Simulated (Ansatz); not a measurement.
Stretching the O3–H4 bond in FHOSi (SMILES O[Si]F) (multiplicity 1 held, fragments rigid). Energies count from the point at 0.966 Å.
Geometry at that point (charge 0, multiplicity 1):
```xyz
4

Si     0.009     0.006     0.610
F     -0.735     1.026    -0.417
O      0.731    -1.046    -0.426
H      0.639    -0.946    -1.382
```

Signs of static correlation in cc-pV(D+d)Z, with CASSCF(4,3), from Ansatz (an electronic-structure program) runs.

```tsv
R (Å)	T1 of restricted CCSD	⟨S²⟩ of UHF	largest double amplitude of restricted CCSD	weight of the CASSCF reference in MRCISD	CASSCF natural occupations
0.773	0.015	0.000	0.110	0.904	2.00 1.99 0.01
0.869	0.015	0.000	0.109	0.904	2.00 1.99 0.01
0.966	0.016	0.000	0.107	0.903	2.00 1.98 0.02
1.062	0.016	0.000	0.106	0.902	2.00 1.97 0.03
1.159	0.017	0.000	0.105	0.902	2.00 1.96 0.04
1.304	0.018	0.000	0.102	0.901	2.00 1.94 0.06
1.449	0.020	0.188	0.099	0.901	2.00 1.90 0.10
1.690	0.024	0.702	?	0.900	2.00 1.79 0.21
1.932	0.029	0.892	0.168	0.900	2.00 1.64 0.36
2.221	0.034	0.975	?	0.901	2.00 1.44 0.56
2.608	0.040	1.008	0.495	0.901	2.00 1.24 0.76
3.090	0.045	1.018	0.657	0.901	2.00 1.11 0.89
```

Q: Fill in the missing entries.

A: 
- 1.690, largest double amplitude of restricted CCSD: 0.123
- 2.221, largest double amplitude of restricted CCSD: 0.307

Doubts at one or more of the structures used: active orbitals that take no part (SC-NEVPT2 on CASSCF(4,3)/cc-pV(D+d)Z); a restricted determinant that unrestricted orbitals would lower (R-CCSD(T)/cc-pV(D+d)Z); other coupled-cluster roots lie near (R-CCSD(T)/cc-pV(D+d)Z); a spin-contaminated determinant (U-CCSD(T)/cc-pV(D+d)Z); T1 above 0.05 (U-CCSD(T)/cc-pV(D+d)Z); the program's own flag: large difference (U-CCSD(T)/cc-pV(D+d)Z).
